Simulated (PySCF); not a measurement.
## Calculated data, BClH₄OSi, Al₂H₃, BH₃NO, FH₄NOSi and others

Calculation on a computer-drawn molecule: optimised geometry and harmonic frequencies of an isolated molecule of the commonest isotopes, restricted reference for singlets and unrestricted otherwise, frozen core in MP2. Program: PySCF 2.14.0.

Common to all runs: multiplicity 1.

(1) BClH₄OSi

Start structure:
```xyz
8
BClH4OSi
B     -1.4334    -0.9868     0.9022
O     -1.6471     0.3810     0.9456
Si    -2.3745     1.8487     0.6891
Cl    -0.9459     2.9066    -0.1889
H     -2.1559    -1.6010     0.2730
H     -0.6113    -1.4044     1.5655
H     -2.7362     2.3481     1.8854
H     -3.5285     1.7010    -0.2540
```

* charge: 0
* method: HF
* basis: cc-pV(D+d)Z
* rotational constants: 10.42, 2.514, 2.172 GHz
* total energy: -850.4520 hartree
* convergence status largest gradient component: 4.538e-06 hartree/bohr

Drawn bonds:
```tsv
atom	other atom	order
1	2	1
2	3	1
3	4	1
1	5	1
1	6	1
3	7	1
3	8	1
```

Optimised structure:
```xyz
8
BClH4OSi
B     -1.4554    -0.8710     0.9126
O     -1.6267     0.4008     1.3519
Si    -2.3535     1.7466     0.7461
Cl    -1.0107     2.7773    -0.4294
H     -1.9327    -1.2171    -0.1371
H     -0.8296    -1.6282     1.5993
H     -2.7264     2.6038     1.8723
H     -3.4979     1.3811    -0.0978
```

Modes:
```tsv
frequency (cm⁻¹)	reduced mass (dalton)
41.28	2.788
189.4	1.84
203.4	2.074
313	3.407
564.3	13.97
681.1	1.283
785	2.855
802.1	1.265
978.2	1.135
1038	1.064
1082	1.421
1143	1.364
1287	1.774
1410	2.199
2376	1.039
2401	1.044
2664	1.053
2751	1.126
```

(2) Al₂H₃

Start structure:
```xyz
5
Al2H3
Al    -0.5680     1.4946     3.0334
Al    -1.5522    -0.5536     1.6098
H     -0.0978     2.6373     3.8563
H     -1.0445    -1.9153     2.0538
H     -2.4025    -0.1770     0.4113
```

* charge: 1
* method: HF
* basis: cc-pV(D+d)Z
* rotational constants: 120.5, 4.372, 4.219 GHz
* total energy: -485.3089 hartree
* convergence status largest gradient component: 1.543e-05 hartree/bohr

Drawn bonds:
```tsv
atom	other atom	order
1	2	1
1	3	1
2	4	1
2	5	1
```

Optimised structure:
```xyz
5
Al2H3
Al    -0.6019     1.4863     3.0333
Al    -1.5321    -0.5962     1.5613
H     -0.0662     2.6844     3.8809
H     -1.0242    -1.9654     2.0997
H     -2.4406    -0.1231     0.3893
```

Modes:
```tsv
frequency (cm⁻¹)	reduced mass (dalton)
301.6	13.31
311.2	1.029
369.5	1.085
467.1	1.168
570.5	1.138
748.6	1.055
2074	1.019
2084	1.043
2114	1.069
```

(3) BH₃NO

Start structure:
```xyz
6
BH3NO
N      0.2221    -0.5950     1.7700
B     -0.8870    -0.5336     1.0461
O     -1.8982    -0.4616     0.3025
H      0.7377    -1.4509     1.8994
H      0.6243     0.2150     2.2142
H     -2.8101    -0.5731     0.5663
```

- charge: 1
- method: MP2
- basis: cc-pVDZ
- rotational constants: 241.3, 8.094, 7.978 GHz
- total energy: -155.9912 hartree
- convergence status largest gradient component: 3.245e-05 hartree/bohr

Drawn bonds:
```tsv
atom	other atom	order
1	2	1
2	3	1
1	4	1
1	5	1
3	6	1
```

Optimised structure:
```xyz
6
BH3NO
N      0.2308    -0.5948     1.7722
B     -0.8946    -0.5340     1.0467
O     -1.9062    -0.4556     0.2683
H      0.7485    -1.4653     1.9058
H      0.6337     0.2273     2.2257
H     -2.8234    -0.5768     0.5798
```

Modes:
```tsv
frequency (cm⁻¹)	reduced mass (dalton)
364	2.576
407.5	3.759
519.6	1.078
525.2	1.194
812	1.361
911.4	1.593
1009	5.258
1530	1.127
1970	9.586
3555	1.052
3665	1.099
3768	1.069
```

(4) FH₄NOSi

Start structure:
```xyz
8
FH4NOSi
N     -0.4091     0.7453    -2.3602
Si     1.2460     0.2569    -1.9681
O      1.6332    -0.9912    -2.8596
F      2.0058     1.5881    -2.3249
H     -0.7462     1.6923    -2.0310
H     -1.1433     0.0587    -2.2693
H      1.5510    -0.1414    -0.5855
H      1.5695    -0.9981    -3.7935
```

- charge: 0
- method: HF
- basis: cc-pV(D+d)Z
- rotational constants: 6.919, 6.523, 3.886 GHz
- total energy: -520.1778 hartree
- convergence status largest gradient component: 9.033e-06 hartree/bohr

Drawn bonds:
```tsv
atom	other atom	order
1	2	1
2	3	1
2	4	1
1	5	1
1	6	1
2	7	1
3	8	1
```

Optimised structure:
```xyz
8
FH4NOSi
N     -0.3998     0.7120    -2.3213
Si     1.2004     0.2671    -1.9643
O      1.6734    -0.9917    -2.8820
F      2.0611     1.5896    -2.2857
H     -0.7068     1.6471    -2.1300
H     -1.1496     0.0569    -2.2067
H      1.5162    -0.1163    -0.5884
H      1.5119    -0.9542    -3.8136
```

Modes:
```tsv
frequency (cm⁻¹)	reduced mass (dalton)
189.5	1.334
261.9	1.706
317.6	2.965
382.8	1.684
418.3	1.818
434.8	2.028
808.2	2.462
838.9	1.617
875.5	1.391
891.5	2.082
962.3	1.489
984.1	2.229
1032	2.482
1687	1.119
2399	1.041
3781	1.051
3874	1.096
4165	1.067
```

(5) CH₅AlBN

Start structure:
```xyz
9
CH5AlBN
B     -0.5612     1.3853     0.1899
C      0.7696     2.1812     0.4859
Al     2.4465     1.2880    -0.4047
N      3.7507     0.5646    -1.1320
H     -0.8833     0.5193     0.9106
H     -1.1488     1.6659    -0.6950
H      1.0477     2.1940     1.5425
H      0.8197     3.2277     0.0675
H      3.5041    -0.3150    -1.6557
```

- charge: 0
- method: HF
- basis: cc-pV(D+d)Z
- rotational constants: 24.34, 2.883, 2.681 GHz
- total energy: -361.7800 hartree
- convergence status largest gradient component: 1.215e-05 hartree/bohr

Drawn bonds:
```tsv
atom	other atom	order
1	2	1
2	3	1
3	4	2
1	5	1
1	6	1
2	7	1
2	8	1
4	9	1
```

Optimised structure:
```xyz
9
CH5AlBN
B     -0.5647     1.4524     0.2439
C      0.7964     2.1604     0.4777
Al     2.2095     1.1707    -0.4403
N      3.3738     0.3768    -1.1819
H     -0.9361     0.5855     0.9874
H     -1.2386     1.7278    -0.7111
H      1.1270     2.1727     1.5214
H      0.8640     3.1647     0.0469
H      4.1137    -0.1000    -1.6350
```

Modes:
```tsv
frequency (cm⁻¹)	reduced mass (dalton)
113.6	4.738
147.4	3.172
234.7	4.963
259	1.321
482.2	1.1
488.1	1.112
569.7	4.328
698	1.07
877.2	1.187
964.6	1.178
1057	3.004
1115	1.457
1171	1.258
1260	9.573
1332	1.244
1524	1.149
2669	1.053
2741	1.128
3173	1.056
3237	1.105
4004	1.087
```

(6) BFH₅NSi

Start structure:
```xyz
9
BFH5NSi
F      0.7097    -2.1925     2.2698
B      1.0076    -3.0770     1.1867
N     -0.0245    -3.3571     0.3156
Si    -1.6900    -2.8542     0.4907
H      2.1328    -3.3472     1.0074
H      0.1539    -3.9458    -0.3971
H     -2.2126    -3.3351     1.8266
H     -1.7335    -1.4124     0.4919
H     -2.3764    -3.5489    -0.6120
```

- charge: 0
- method: HF
- basis: cc-pV(D+d)Z
- rotational constants: 13.53, 3.501, 2.873 GHz
- total energy: -470.5518 hartree
- convergence status largest gradient component: 2.15e-05 hartree/bohr

Drawn bonds:
```tsv
atom	other atom	order
1	2	1
2	3	1
3	4	1
2	5	1
3	6	1
4	7	1
4	8	1
4	9	1
```

Optimised structure:
```xyz
9
BFH5NSi
F      0.7879    -2.2187     2.2494
B      1.0442    -3.0147     1.1980
N     -0.0206    -3.3657     0.3585
Si    -1.6957    -2.8746     0.5221
H      2.1684    -3.3871     1.0266
H      0.2077    -3.9605    -0.4148
H     -2.2705    -3.3458     1.7982
H     -1.8331    -1.4062     0.4482
H     -2.4214    -3.4969    -0.6066
```

Modes:
```tsv
frequency (cm⁻¹)	reduced mass (dalton)
81.42	1.098
150.8	6.628
232	2.386
574.1	2.795
604.6	1.188
717.4	2.898
773.8	1.153
845	2.074
1000	1.579
1028	1.056
1043	1.072
1057	1.089
1104	1.911
1144	1.363
1415	1.684
1482	4.891
2321	1.047
2328	1.052
2340	1.022
2757	1.098
3823	1.076
```

(7) AlBH₃NO

Start structure:
```xyz
7
AlBH3NO
B      0.7435    -0.8802    -1.7440
N      0.3512    -1.2335    -0.4584
Al    -0.8592    -0.6286     0.5494
O     -2.0779    -0.0574     1.5710
H      1.6873    -1.5973    -2.0727
H      0.3949    -0.0571    -2.4326
H     -2.7436     0.2922     2.0759
```

- charge: 0
- method: HF
- basis: cc-pV(D+d)Z
- rotational constants: 202.2, 2.585, 2.553 GHz
- total energy: -397.6979 hartree
- convergence status largest gradient component: 1.871e-05 hartree/bohr

Drawn bonds:
```tsv
atom	other atom	order
1	2	1
2	3	2
3	4	1
1	5	1
1	6	1
4	7	1
```

Optimised structure:
```xyz
7
AlBH3NO
B      0.8236    -0.8936    -1.7952
N     -0.0302    -0.7055    -0.7131
Al    -1.0096    -0.5072     0.5565
O     -2.0002    -0.3212     1.8625
H      1.6718    -1.7638    -1.7937
H      0.7515    -0.1915    -2.7851
H     -2.7107     0.2208     2.1566
```

Modes:
```tsv
frequency (cm⁻¹)	reduced mass (dalton)
108.5	3.858
124.4	3.269
162.7	1.111
178.9	5.927
244	16.49
396.2	1.353
694.3	4.561
1006	1.339
1061	5.458
1107	1.37
1336	1.207
1600	10.72
2563	1.05
2588	1.123
4257	1.07
```

(8) Al₂BH₄N

Start structure:
```xyz
8
Al2BH4N
B     -2.2345     3.0460     0.0559
Al    -0.9337     2.9812    -1.5606
N     -0.8114     1.2171    -1.8130
Al    -0.4861    -0.4158    -2.3677
H     -3.4274     3.0425    -0.1133
H     -1.8695     2.9136     1.1855
H     -0.1187     4.0063    -2.4127
H     -0.2149    -1.8756    -2.8847
```

- charge: 0
- method: HF
- basis: cc-pV(D+d)Z
- rotational constants: 16.58, 1.787, 1.635 GHz
- total energy: -565.2499 hartree
- convergence status largest gradient component: 3.7e-05 hartree/bohr

Drawn bonds:
```tsv
atom	other atom	order
1	2	1
2	3	1
3	4	2
1	5	1
1	6	1
2	7	1
4	8	1
```

Optimised structure:
```xyz
8
Al2BH4N
B     -2.2999     3.1455     0.1350
Al    -0.9761     2.6890    -1.5038
N     -0.6864     1.0319    -2.0107
Al    -0.3743    -0.4822    -2.5332
H     -3.4838     3.3438    -0.0056
H     -1.9317     3.2211     1.2837
H     -0.2539     3.8987    -2.2604
H     -0.0900    -1.9324    -3.0156
```

Modes:
```tsv
frequency (cm⁻¹)	reduced mass (dalton)
64.92	4.368
87.01	3.311
169.1	1.149
193.4	4.554
382.7	1.121
471.9	1.152
482.4	1.168
510.9	5.833
608	3.948
628	1.401
716.1	1.332
908.3	1.379
1249	1.152
1319	11.03
1901	1.041
2106	1.054
2616	1.056
2671	1.118
```

(9) CH₇NSi

Start structure:
```xyz
10
CH7NSi
C      1.5389    -0.5397     0.1897
Si    -0.0309    -1.0870    -0.6787
N     -1.3033    -0.1503    -0.0054
H      2.4099    -1.1707    -0.1367
H      1.8091     0.5433    -0.0090
H      1.5162    -0.6068     1.2531
H     -0.3162    -2.4806    -0.3739
H      0.1046    -0.9180    -2.0877
H     -1.1159     0.8127     0.2393
H     -2.2220    -0.3092    -0.2165
```

- charge: 0
- method: HF
- basis: cc-pV(D+d)Z
- rotational constants: 18.25, 6.347, 5.191 GHz
- total energy: -385.3669 hartree
- convergence status largest gradient component: 1.41e-05 hartree/bohr

Drawn bonds:
```tsv
atom	other atom	order
1	2	1
2	3	1
1	4	1
1	5	1
1	6	1
2	7	1
2	8	1
3	9	1
3	10	1
```

Optimised structure:
```xyz
10
CH7NSi
C      1.5980    -0.5537     0.2006
Si    -0.0168    -1.0395    -0.6172
N     -1.3077    -0.1106     0.0606
H      2.4262    -1.1446    -0.2011
H      1.8276     0.5014     0.0222
H      1.5520    -0.7132     1.2808
H     -0.3377    -2.4653    -0.3663
H      0.1443    -0.8818    -2.0900
H     -1.2460     0.8910     0.0294
H     -2.2497    -0.3901    -0.1448
```

Modes:
```tsv
frequency (cm⁻¹)	reduced mass (dalton)
170.5	1.067
181.4	1.235
278.3	1.895
484.4	1.193
536.2	1.08
704.5	2.337
714.8	1.218
805.7	1.307
850.8	3.55
940.7	1.293
955.5	1.35
1033	1.264
1063	1.074
1392	1.263
1552	1.05
1554	1.05
1701	1.107
2249	1.044
2300	1.036
3165	1.036
3241	1.1
3256	1.102
3759	1.051
3845	1.094
```

(10) CH₄FNSi

Start structure:
```xyz
8
CH4FNSi
N     -0.0649    -0.6841     1.2864
C     -0.2542    -1.2557     2.6577
Si     0.7773    -1.1082     4.0130
F      0.4348    -1.9913     5.3082
H     -0.8899    -0.1701     1.0009
H      0.7297    -0.0883     1.3185
H     -1.1726    -1.7938     2.6243
H      1.9968    -0.4532     4.3127
```

- charge: 0
- method: HF
- basis: cc-pV(D+d)Z
- rotational constants: 29.12, 2.859, 2.625 GHz
- total energy: -483.0022 hartree
- convergence status largest gradient component: 1.034e-05 hartree/bohr

Drawn bonds:
```tsv
atom	other atom	order
1	2	1
2	3	2
3	4	1
1	5	1
1	6	1
2	7	1
3	8	1
```

Optimised structure:
```xyz
8
CH4FNSi
N     -0.0508    -0.6699     1.3451
C     -0.2347    -1.2540     2.6160
Si     0.6790    -1.0766     4.0402
F      0.3886    -2.0124     5.3184
H     -0.8499    -0.1346     1.0520
H      0.7594    -0.0808     1.2904
H     -1.1289    -1.8666     2.6870
H      1.9942    -0.4498     4.1726
```

Modes:
```tsv
frequency (cm⁻¹)	reduced mass (dalton)
171.3	3.541
178	2.497
330.9	1.162
335.2	2.138
409.7	4.542
831.6	3.835
845.2	1.245
885.5	1.311
897.2	1.278
980.9	5.42
1215	1.11
1298	2.487
1538	1.714
1789	1.115
2415	1.044
3311	1.086
3723	1.052
3820	1.094
```
